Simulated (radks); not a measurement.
Coulomb parameter of the 4d shell of the silver ion Ag3+ in the model configuration [Kr] 4d6.5 5s1.5, as a second difference U = [E(n + 0.25) + E(n - 0.25) - 2 E(n)] / (0.25)^2 with all orbitals relaxed. "Bare": the charge of the atom changes with n. "Screened": the 5s shell takes up the change at fixed total charge, which measures U(4d,4d) + U(5s,5s) - 2 U(4d,5s). All-electron calculation, scalar-relativistic Kohn-Sham, r2SCAN, spin-unpolarised, spherical densities, finite nucleus; meta-GGA in the generalised Kohn-Sham scheme; Fermi nuclear charge, rms radius 4.5454 fm. Program: a radial shooting solver on a logarithmic mesh with Libxc functionals.

| case | configuration | E - E(n) (eV) |
|---|---|---|
| start | [Kr] 4d6.5 5s1.5 | 0.000 |
| bare +0.25 | [Kr] 4d6.75 5s1.5 | -12.231 |
| bare -0.25 | [Kr] 4d6.25 5s1.5 | 13.231 |
| screened +0.25 | [Kr] 4d6.75 5s1.25 | -4.088 |
| screened -0.25 | [Kr] 4d6.25 5s1.75 | 4.226 |

U(bare) = 16.002 eV, U(screened by 5s) = 2.198 eV, against the Slater integral F0(4d,4d) = 20.512 eV with frozen orbitals.
